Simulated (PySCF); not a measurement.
Mo(O)(S)(F)(NH2) (FH₂MoNOS), SMILES [NH2][Mo](=[O])([F])=[S], multiplicity 1. Atoms are numbered in the order given.

```xyz
7

Mo    -0.0771     0.2001     0.0540
O      0.8598     1.3470     0.8451
S      0.9158    -1.6811    -0.0069
F     -1.7326     0.0200     0.8823
N     -0.3064     0.7972    -1.7527
H     -0.1720     1.7702    -2.0266
H     -0.3801     0.1876    -2.5656
```

Geometry: B3LYP-D3(BJ)/def2-SVP. The multiplicity is an assumed one; no other spin state was optimised. The structure was generated by enumeration; whether it is a known compound was not checked. The def2 effective core potentials stand for the cores of Mo; spin–orbit coupling is left out. The values are those of a single conformer.

Computed with PBE/def2-TZVP (PySCF).

Gas-phase values at a fixed geometry.

Problem. Estimate the frontier levels, gap, dipole moment and polarisability. (Estimate from the structure and the level; the computed values follow.)

Solution. 
| Quantity | Value |
|---|---|
| highest occupied level | -6.60 eV |
| lowest empty level | -3.74 eV |
| orbital gap | 2.87 eV |
| dipole moment | 3.68 D |
| quadrupole, principal values (traceless, Buckingham form, about the centre of nuclear charge) | -8.34, -2.94, 11.28 D·Å |
| mean static polarisability | 69.8 bohr³ (10.35 Å³) |
| polarisability, principal values | 55.0, 64.6, 89.9 bohr³ |
